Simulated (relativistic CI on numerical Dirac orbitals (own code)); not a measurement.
Pd³⁺: resonant inelastic scattering at the L2,3 edge

Computed with this model: Dirac-Coulomb-Breit CI, KLI orbitals optimised for each configuration, a model potential for QED, valence Slater integrals scaled by 0.8, Kramers-Heisenberg scattering through one core-hole configuration in a parametric crystal field; configurations [Kr] 4d7 → [He] 2s2 2p5 3s2 3p6 3d10 4s2 4p6 4d8; 300 K; core-hole width 0.96 eV; summed over polarisations. Incident energies are the highest absorption maxima for each field (at most a few, so the weaker spin-orbit partner edge can be absent), on the computed scale of the free ion. Intensities are in per cent of the strongest line above 0.02 eV; levels within 1 cm⁻¹ are merged; final levels count from the ground level, the first row holds all elastic scattering, lines under 0.4 are left out and each table stops after 24 rows. The scale of the Slater integrals is a model choice and moves the terms in proportion.

Field parameters in Wybourne normalisation: D3d B²₀ = −7Dσ, B⁴₀ = −14Dq − 21Dτ, B⁴₃ = −14√(10/7) Dq; Td as Oh with Dq negative (B⁴₀ = 21Dq, B⁴₄ = √(5/14) B⁴₀). The field is a parameter set, without covalency.

S is read from ⟨S²⟩ = S(S + 1).

Td, 10Dq = -18750 cm⁻¹:

| Final level (eV) | Degeneracy | Irrep | S | 3178.1 eV | 3335.5 eV |
| --- | --- | --- | --- | --- | --- |
| 0.000 | 4 | Γ8 | 1.49 | 849.4 | 118.8 |
| 1.764 | 4 | Γ8 | 0.78 | 69.3 | 13.6 |
| 1.907 | 2 | Γ6 | 0.69 | 22.5 | 10.1 |
| 1.998 | 4 | Γ8 | 0.62 | 22.4 | 4.3 |
| 2.371 | 2 | Γ6 | 1.40 | 15.9 | 20.1 |
| 2.394 | 4 | Γ8 | 1.40 | 97.2 | 39.3 |
| 2.405 | 4 | Γ8 | 1.36 | 33.0 | 54.5 |
| 2.429 | 2 | Γ7 | 1.47 | 54.4 | 12.6 |
| 2.766 | 2 | Γ7 | 0.73 | 39.2 | 11.8 |
| 2.948 | 4 | Γ8 | 0.76 | 45.1 | 28.6 |
| 3.250 | 2 | Γ6 | 1.44 | 69.9 | 5.0 |
| 3.375 | 4 | Γ8 | 1.47 | 100.0 | 26.6 |
| 3.450 | 4 | Γ8 | 1.37 | 64.3 | 61.4 |
| 3.458 | 2 | Γ7 | 1.38 | 22.7 | 37.9 |
| 4.002 | 2 | Γ6 | 0.61 | 1.1 | 0.2 |
| 4.217 | 4 | Γ8 | 0.51 | 19.0 | 29.6 |
| 4.251 | 4 | Γ8 | 0.58 | 3.4 | 4.9 |
| 4.298 | 2 | Γ7 | 0.52 | 5.5 | 5.3 |
| 4.411 | 2 | Γ6 | 0.55 | 0.4 | 0.6 |
| 4.539 | 4 | Γ8 | 0.62 | 1.5 | 2.8 |
| 4.890 | 4 | Γ8 | 0.83 | 15.3 | 16.1 |
| 5.002 | 2 | Γ6 | 0.73 | 9.2 | 13.6 |
| 5.215 | 2 | Γ7 | 1.46 | 0.8 | 0.4 |
| 5.273 | 4 | Γ8 | 1.41 | 2.7 | 1.2 |

D3d, 10Dq = 22850, Dσ = -450, Dτ = 280 cm⁻¹:

```tsv
Final level (eV)	Degeneracy	Irrep	S	3177 eV	3178.4 eV	3335.7 eV
0.000	2	Γ4	0.57	199.7	324.6	30.3
0.024	2	Γ5+Γ6	0.57	81.3	73.9	14.6
0.881	2	Γ4	1.50	10.0	2.0	0.2
0.980	2	Γ4	1.49	23.5	4.3	0.8
1.048	2	Γ5+Γ6	1.49	23.9	4.9	0.9
1.230	2	Γ4	1.48	14.7	3.1	1.8
1.318	2	Γ5+Γ6	1.47	14.7	2.1	2.9
1.320	2	Γ4	1.48	13.6	2.8	2.0
2.639	2	Γ5+Γ6	0.55	25.9	64.2	1.2
2.660	2	Γ4	0.56	25.9	100.0	1.6
2.819	2	Γ4	0.54	36.5	27.0	14.2
2.833	2	Γ5+Γ6	0.55	37.0	39.7	9.8
2.883	2	Γ4	0.53	28.2	26.2	17.7
2.904	2	Γ4	0.54	16.2	35.0	22.2
3.380	2	Γ4	0.56	31.0	34.0	16.4
3.381	2	Γ5+Γ6	0.56	23.2	32.9	16.5
3.531	2	Γ4	0.54	11.8	16.5	23.7
3.853	2	Γ4	1.49	1.0	0.7	0.1
3.862	2	Γ5+Γ6	1.49	0.7	0.7	0.1
3.887	2	Γ4	1.48	2.1	1.0	0.1
3.997	2	Γ4	1.45	0.5	0.4	0.2
4.023	2	Γ4	1.48	0.1	0.5	0.0
4.693	2	Γ4	0.70	2.2	11.1	5.6
4.823	2	Γ5+Γ6	0.71	1.2	6.4	4.5
```

For the first field the strongest loss at the lowest incident energy is the level at 3.38 eV (S = 1.47, against 1.49 in the thermal ground state). Levels of other spin, the first over 8 % at 1.76 eV, appear because spin-orbit coupling of the core hole, and in heavier ions of the valence shell too, mixes spins.
